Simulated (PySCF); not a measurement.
PySCF 2.14 output of an unrestricted PBE calculation on a single atom or ion in aug-cc-pVQZ (6s5p4d3f2g, 80 functions), with no relativity, point nucleus:

```
SCF conv_tol = 1e-09
number electrons alpha = 4  beta = 2
    J. P. Perdew, K. Burke, and M. Ernzerhof.,  Phys. Rev. Lett. 77, 3865 (1996)
    J. P. Perdew, K. Burke, and M. Ernzerhof.,  Phys. Rev. Lett. 78, 1396 (1997)
    J. P. Perdew, K. Burke, and M. Ernzerhof.,  Phys. Rev. Lett. 77, 3865 (1996)
    J. P. Perdew, K. Burke, and M. Ernzerhof.,  Phys. Rev. Lett. 78, 1396 (1997)
cycle= 1 E= -71.7361370283401  delta_E= -0.00466  |g|= 0.0106  |ddm|= 0.254
cycle= 2 E= -71.7361647894303  delta_E= -2.78e-05  |g|= 0.00129  |ddm|= 0.0174
cycle= 3 E= -71.7361652957645  delta_E= -5.06e-07  |g|= 0.000299  |ddm|= 0.00257
cycle= 4 E= -71.7361653158753  delta_E= -2.01e-08  |g|= 1.07e-05  |ddm|= 0.000497
cycle= 5 E= -71.7361653159168  delta_E= -4.15e-11  |g|= 5.62e-07  |ddm|= 2.01e-05
converged SCF energy = -71.7361653159168  <S^2> = 2.0007338  2S+1 = 3.0004892
```

The run itself started from symmetry-adapted Hartree-Fock orbitals and held the occupation by maximum overlap, on a logarithmic radial grid, so the iterations belong to that start.

**Question.** Which element, charge and spin multiplicity is this?

**Answer.** O²⁺ (oxygen, charge +2), multiplicity 3; the state was [He] 2s2 2p1 3d1, one real determinant (an excited configuration).

⟨L²⟩ = 8.00 against 12 for a pure F term, so this real determinant mixes terms. The outer electron is Rydberg-like, and this basis confines it to a smaller radius and binds it less than a complete one would.
